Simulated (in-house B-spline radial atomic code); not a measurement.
Values are calculated unless marked as measured or tabulated.
**Softness against transferability: the 3d channel of V**

V, [Ar] 3d3 4s2, non-relativistic PBE, spherical and spin-unpolarised, from a B-spline radial code for spherical atoms (atomic units). The all-electron 3d level is ε = -0.196467 hartree and its outer maximum at 0.89 bohr.

Troullier-Martins pseudo-orbitals are made for several radii. The cutoffs (hartree) are the plane-wave energies beyond which the orbital holds less than the named kinetic energy per electron. The phase error is the difference, pseudo minus all-electron, of arctan(R P'/P) at R = 3.9 bohr for all radii, half a hartree below and above the level.

```
r_c (bohr)  V_l(0) (hartree)  cutoff for 10 mEh  for 1 mEh  for 0.1 mEh  phase error at ε − 0.5 (mrad)  at ε + 0.5 (mrad)
       2.0            -11.58               23.7       28.9         35.3                           +0.1             +132.3
      2.32             -9.39               18.7       23.1         33.3                           +0.3             +268.2
      2.67             -7.69               15.2       18.7           28                           +0.7             +484.9
      3.02             -6.45               12.5       15.5         23.1                           +1.8             +751.8
      3.37             -5.49               10.6       12.9         19.2                           +3.9            +1015.5
       3.6             -4.98                9.5       11.7         17.1                           +6.4            +1164.6
```

(1) Which radius needs the lowest cutoff for 0.1 mEh while both phase errors stay within 751.9 mrad?

(2) What does the larger radius buy, and what does it cost?

Results:

(1) The radii within that limit are 2.0, 2.32, 2.67, 3.02 bohr; of these r_c = 3.02 needs the least, 23.1 hartree, that is 46.2 Ry or 629 eV.

(2) From r_c = 2.0 to 3.6 bohr the cutoff for 1 mEh goes from 28.9 to 11.7 hartree, a factor of 2.47, against 3.24 for a pure 1/r_c² scaling, end to end; step by step it is 28.9, 23.1, 18.7, 15.5, 12.9, 11.7, and for 0.1 mEh 35.3, 33.3, 28, 23.1, 19.2, 17.1; the number of plane waves goes as the cutoff to the power 3/2, here a factor of 3.9. The larger of the two phase errors is least at r_c = 2.0 bohr, 132.3 mrad; it is 132.3 at the smallest radius and 1164.6 at the largest. These errors test the reference atom alone. Errors of hundreds of milliradians mean that the potential scatters wrongly half a hartree from its level. Large radii also let the cores of neighbours overlap, which an atom doesn't show.
